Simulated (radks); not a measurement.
The numbers below are computed, except where a source is named.
Task: The mean radii <r> (bohr) of the occupied orbitals of an atom or ion are listed with their occupations. Level of theory: Dirac Kohn-Sham, PBE, spin-unpolarised, spherical densities, finite nucleus; Fermi nuclear charge, rms radius of each element as measured or else 0.836 A^(1/3) + 0.57 fm (a radial shooting solver on a logarithmic mesh with Libxc functionals).

orbital  occ.      <r>
1s1/2       2  0.02183
2p1/2       2  0.07360
2p3/2       1  0.07981

Name the element and its charge. Open shells, if any, fill j = l - 1/2 first.

Result: Z = 64, gadolinium, charge +59: Gd59+ in [He] 2p3. The 1s radius gives Z: for a bare nucleus <r> = (2 gamma + 1)/(2Z) with gamma = sqrt(1 - (Z/c)^2), 0.02163 bohr for Z = 64, and screening makes it slightly larger (0.02183 here). The occupations add up to 5, and the charge is Z minus that.
